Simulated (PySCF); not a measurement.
# Working out the excitation energy of Kr²⁺

Kr²⁺ [Ar] 3d10 4s2 4p4 (3P) → Kr²⁺ [Ar] 3d10 4s2 4p3 5s1 (5S). Computed with PySCF 2.14 in aug-cc-pVDZ-PP with ECP10MDF (5s4p3d, 32 functions), with scalar relativity through the core potential. Frozen: 3s2 3p6 3d10. Energies in hartree (1 hartree = 27.21139 eV):

```csv
part,Kr²⁺ (lower),Kr²⁺ (upper)
UHF,-460.842732,-460.213282
CCSD correlation,-0.090014,-0.089675
(T),-0.000916,-0.001118
```

What does Hartree-Fock give?

(-460.213282) − (-460.842732) = 0.629450 hartree = 17.128 eV.

What do CCSD and CCSD(T) give?

The CCSD correlation energies differ by 0.000339 hartree = 0.009 eV and the triples by -0.000202 hartree = -0.005 eV, so CCSD gives 17.137 eV and CCSD(T) 17.132 eV.

A double-zeta basis recovers only part of the correlation energy.
